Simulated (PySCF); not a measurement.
A PySCF script (with the pyscf-properties extension) for the NMR shieldings of `[SiH3]C[C@H]1CC=CCO1`, C₆H₁₂OSi, on a GFN2-xTB geometry:

```python
import basis_set_exchange as bse
import numpy as np
from pyscf import gto, dft
from pyscf.prop import nmr

atoms = """
Si    2.523617   -0.042003    1.108703
C     1.707617   -0.226010   -0.603261
C     0.262084    0.208448   -0.450642
C    -0.702970   -0.393302   -1.475071
C    -2.118216   -0.151880   -1.045568
C    -2.416152    0.178292    0.200128
C    -1.359261    0.327439    1.254346
O    -0.112681   -0.187820    0.859085
H     2.138262   -1.121507    2.008913
H     2.215668    1.274798    1.667552
H     3.976459   -0.110091    0.884340
H     1.747018   -1.267981   -0.919642
H     2.201284    0.365174   -1.372146
H     0.199835    1.308771   -0.513226
H    -0.526986   -1.471453   -1.548917
H    -0.521068    0.041831   -2.460097
H    -2.887252   -0.268362   -1.795621
H    -3.429607    0.368068    0.519749
H    -1.263908    1.397394    1.518097
H    -1.638893   -0.219128    2.160244
"""
names = dict.fromkeys(["Si", "C", "O", "H"], "pcSseg-1")
basis = {el: gto.basis.parse(bse.get_basis(n, elements=[el], fmt="nwchem")) for el, n in names.items()}
mol = gto.M(atom=atoms, basis=basis, charge=0, verbose=0)
mf = dft.RKS(mol, xc="PBE0")
mf.grids.level = 2
mf.grids.alignment = dft.numint.BLKSIZE   # the property module wants whole blocks of grid points
mf.conv_tol = 1e-9
mf.kernel()

calc = nmr.RKS(mf)   # GIAO
C = mf.mo_coeff
Co = C[:, mf.mo_occ > 0]
resp = mf.gen_response(singlet=True, hermi=2)
def vind(x):   # induced exchange potential for any number of trial vectors
    d = np.einsum("pi,xij,qj->xpq", C, 2 * x.reshape(-1, C.shape[1], Co.shape[1]), Co, optimize=True)
    return np.einsum("xpq,pi,qj->xij", resp(d - d.transpose(0, 2, 1)), C, Co, optimize=True).ravel()
mo1, _ = nmr.rhf.solve_mo1(calc, with_cphf=vind)
sigma = calc.kernel(mo1)
for i, s in enumerate(sigma):   # ppm
    print("%2d %-2s %9.2f" % (i, mol.atom_pure_symbol(i), np.trace(s) / 3))
```

Q: Give the expected output.

A: 
```
 0 Si    428.46
 1 C     166.22
 2 C     113.10
 3 C     148.13
 4 C      54.15
 5 C      52.54
 6 C     116.19
 7 O     272.63
 8 H      27.70
 9 H      28.02
10 H      27.99
11 H      30.65
12 H      30.49
13 H      28.37
14 H      29.63
15 H      29.61
16 H      25.54
17 H      25.77
18 H      27.28
19 H      27.29
```

These numbers come from an equivalent density-fitted implementation of the same equations, which agrees with the script to about 0.01 ppm for H and up to a few tenths of a ppm for heavy atoms, so last digits may differ.

Q: Turn these shieldings into chemical shifts. Chemical shifts δ = σref − σ; ²⁹Si (σ = 349.16 ppm) and ¹³C (σ = 186.93 ppm) and ¹H (σ = 31.72 ppm) against TMS; ¹⁷O (σ = 336.08 ppm) against H2O, all at this level.

A: Averaging equivalent atoms: Si 0: -79.3; C 5: 134.4; C 4: 132.8; C 2: 73.8; C 6: 70.7; C 3: 38.8; C 1: 20.7; O 7: 63.5; H 16: 6.18; H 17: 5.94; H 18: 4.44; H 19: 4.42; H 8/9/10: 3.82; H 13: 3.35; H 15: 2.11; H 14: 2.09; H 12: 1.23; H 11: 1.06 ppm. Experimental scales use liquid or dissolved standards, which lie at an offset from isolated H2O (liquid H2O: subtract about 36 ppm).

Size and cost of the density-fitted run: 203 basis functions, 35 s wall time on 1 thread of an Arm Neoverse V2, shared host; peak memory 0.92 GiB.
